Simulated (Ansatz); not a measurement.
**Abstraction of Cl: C2H5Cl2Ga + C2HCl2Si → C2H5ClGa + C2HCl3Si**

Gas-phase species: C2H5Cl2Ga `C[CH2][Ga]([Cl])[Cl]`, singlet; C2HCl2Si `C#C[Si](Cl)Cl`, doublet; C2H5ClGa `C[CH2][Ga][Cl]`, doublet; C2HCl3Si `C#C[Si](Cl)(Cl)Cl`, singlet. A radical takes Cl: the energy is the difference in strength between the Ga–Cl bond broken and the Si–Cl bond made.

Shapes, held fixed at every level: PBE0-D4/def2-TZVP. Flexible molecules stand in one conformer, not always the lowest. Programs: Ansatz 0.2.0. Electronic energies: no zero-point or thermal term.

```tsv
level	kind	ΔE (kJ/mol)	less CCSD(T)/def2-TZVPP
MP2/def2-TZVPP	perturbation theory	-33.4	-10.6
SPW92/def2-TZVPP	LDA	-28.1	-5.3
PBE-D4/def2-TZVPP	GGA	-25.5	-2.7
B3LYP-D4/def2-TZVPP	global hybrid	-29.4	-6.6
wB97X-V/def2-TZVPP	range-separated hybrid	-26.2	-3.4
CCSD(T)/def2-SVP	coupled cluster or CI	-11.7	+11.1
CCSD(T)/def2-TZVPP	coupled cluster or CI	-22.8	0.0
```

The highest level, CCSD(T)/def2-TZVPP, gives ΔE = -22.8 kJ/mol; the levels span -33.4 to -11.7. The column of differences is taken from that level and isn't an error. No measured value is set beside it here. Spin contamination: C2HCl2Si (⟨S²⟩ up to 0.80). Open shells run unrestricted. Relativity is left out for Ga. Outer-core shells of Ga are correlated, in sets that cover them unevenly.
